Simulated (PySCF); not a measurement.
# How the method moves the HOMO and LUMO of `CC#C[SiH2]N[SiH3]`

Species: C3H9NSi2.
Numbering: `[CH3:1][C:2]#[C:3][SiH2:4][NH:5][SiH3:6]` (hydrogens: H7, H8, H9 on C1; H10, H11 on Si4; H12 on N5; H13, H14, H15 on Si6)

Cartesian coordinates in Å at the PBE0-D3(BJ)/def2-SVP level; atoms count from 1:
```xyz
15
C3H9NSi2 angstrom
C     -3.437    0.656    0.435
C     -2.195   -0.020    0.107
C     -1.149   -0.586   -0.164
Si     0.430   -1.426   -0.562
N      1.798   -0.352   -0.566
Si     2.895    0.010    0.737
H     -4.074    0.770   -0.456
H     -4.006    0.090    1.189
H     -3.241    1.660    0.843
H      0.688   -2.475    0.464
H      0.289   -2.045   -1.913
H      1.860    0.259   -1.377
H      2.610    1.317    1.412
H      4.303    0.071    0.236
H      2.763   -1.083    1.743
```

Basis pcSseg-1 throughout (PySCF), one geometry. The structure is a single PBE0-D3(BJ)/def2-SVP conformer in the gas phase; no vibrational or solvent corrections.

How do the orbital energies, the gap and the dipole change with the method?

```json
{"method": "BLYP", "kind": "GGA", "HOMO (eV)": "-5.92", "LUMO (eV)": "-0.84", "gap (eV)": "5.08", "μ (D)": "1.87", "SCF cycles": "15"}
{"method": "B97-D", "kind": "GGA", "HOMO (eV)": "-6.07", "LUMO (eV)": "-0.87", "gap (eV)": "5.19", "μ (D)": "1.88", "SCF cycles": "15"}
{"method": "PBE", "kind": "GGA", "HOMO (eV)": "-6.07", "LUMO (eV)": "-1.02", "gap (eV)": "5.06", "μ (D)": "1.91", "SCF cycles": "15"}
{"method": "OPBE", "kind": "GGA", "HOMO (eV)": "-6.08", "LUMO (eV)": "-0.87", "gap (eV)": "5.21", "μ (D)": "1.90", "SCF cycles": "15"}
{"method": "KT2", "kind": "GGA", "HOMO (eV)": "-6.13", "LUMO (eV)": "-1.13", "gap (eV)": "5.00", "μ (D)": "1.86", "SCF cycles": "16"}
{"method": "KT3", "kind": "GGA", "HOMO (eV)": "-6.15", "LUMO (eV)": "-1.01", "gap (eV)": "5.14", "μ (D)": "1.82", "SCF cycles": "16"}
{"method": "LDA", "kind": "LDA", "HOMO (eV)": "-6.18", "LUMO (eV)": "-1.24", "gap (eV)": "4.94", "μ (D)": "1.95", "SCF cycles": "15"}
{"method": "BP86", "kind": "GGA", "HOMO (eV)": "-6.19", "LUMO (eV)": "-1.09", "gap (eV)": "5.10", "μ (D)": "1.91", "SCF cycles": "15"}
{"method": "B97-2", "kind": "global hybrid", "HOMO (eV)": "-7.15", "LUMO (eV)": "-0.14", "gap (eV)": "7.01", "μ (D)": "1.88", "SCF cycles": "14"}
{"method": "B3LYP", "kind": "global hybrid", "HOMO (eV)": "-7.15", "LUMO (eV)": "-0.31", "gap (eV)": "6.84", "μ (D)": "1.86", "SCF cycles": "14"}
{"method": "PBE0", "kind": "global hybrid", "HOMO (eV)": "-7.40", "LUMO (eV)": "-0.14", "gap (eV)": "7.27", "μ (D)": "1.90", "SCF cycles": "14"}
{"method": "mPW1PW91", "kind": "global hybrid", "HOMO (eV)": "-7.43", "LUMO (eV)": "-0.13", "gap (eV)": "7.30", "μ (D)": "1.88", "SCF cycles": "14"}
{"method": "BHandHLYP", "kind": "global hybrid", "HOMO (eV)": "-8.56", "LUMO (eV)": "0.86", "gap (eV)": "9.42", "μ (D)": "1.85", "SCF cycles": "13"}
{"method": "CAM-B3LYP", "kind": "range-separated hybrid", "HOMO (eV)": "-8.74", "LUMO (eV)": "0.96", "gap (eV)": "9.70", "μ (D)": "1.84", "SCF cycles": "14"}
{"method": "wB97X-D", "kind": "range-separated hybrid", "HOMO (eV)": "-9.27", "LUMO (eV)": "1.63", "gap (eV)": "10.90", "μ (D)": "1.88", "SCF cycles": "14"}
{"method": "LC-wPBE", "kind": "range-separated hybrid", "HOMO (eV)": "-10.15", "LUMO (eV)": "2.09", "gap (eV)": "12.24", "μ (D)": "1.84", "SCF cycles": "14"}
{"method": "HF", "kind": "Hartree–Fock", "HOMO (eV)": "-10.27", "LUMO (eV)": "3.28", "gap (eV)": "13.55", "μ (D)": "1.91", "SCF cycles": "12"}
```

The HOMO spans 4.35 eV, from BLYP down to HF, and the gap runs from 4.94 eV (LDA) to 13.55 eV (HF). Over the methods BLYP (0 %), B97-D (0 %), PBE (0 %), OPBE (0 %), KT2 (0 %), KT3 (0 %), LDA (0 %), BP86 (0 %), B97-2 (21 %), B3LYP (20 %), PBE0 (25 %), mPW1PW91 (25 %), BHandHLYP (50 %), HF (100 %), a straight line through the gap against the share of exact exchange rises by 0.85 eV for each 10 % (correlation coefficient 0.999). The dipole ranges from 1.82 D (KT3) to 1.95 D (LDA). This basis has no diffuse functions.
